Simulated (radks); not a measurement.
Ionisation of the tin ion Sn36+, [Ne] 3s2 3p2, to [Ne] 3s2 3p1 as the strength of local exchange is varied. Method: Dirac Kohn-Sham, Slater X-alpha exchange (alpha = 2/3 is LDA exchange), no correlation, spin-unpolarised, spherical densities, finite nucleus; open shells are shared between the two j in proportion to 2j + 1; Fermi nuclear charge, rms radius 4.6519 fm; computed with a radial shooting solver on a logarithmic mesh with Libxc functionals.

alpha  E(Sn36+) (hartree)  exchange (hartree)  IE (eV)  -e of the level emptied (eV)  <r> of it (bohr)
0.569         -5076.05664           -76.35079   2392.5                2333.5 (3p3/2)            0.2950
0.576         -5076.99599           -77.29959   2393.4                2334.4 (3p3/2)            0.2949
0.667         -5089.21802           -89.65500   2404.5                2345.5 (3p3/2)            0.2942
0.808         -5108.19403          -108.87635   2421.7                2362.9 (3p3/2)            0.2930
0.861         -5115.33898          -116.12568   2428.2                2369.4 (3p3/2)            0.2926
0.989         -5132.62207          -133.68825   2443.9                2385.2 (3p3/2)            0.2916
1.011         -5135.59649          -136.71462   2446.6                2387.9 (3p3/2)            0.2914

NIST Atomic Spectra Database: 2443 +/- 5 eV (semi-empirical). The Delta-SCF value meets it near alpha = 0.98. Spin polarisation and multiplet splitting are left out, so open shells lie too high by an amount that depends on their filling. Sharing an open shell by 2j + 1 raises it above the true ground level by a part of the spin-orbit splitting, which enters the differences from NIST.

Beside tabulated values, note that spin-unpolarised runs miss the spin-polarisation part of the exchange energy of open shells.
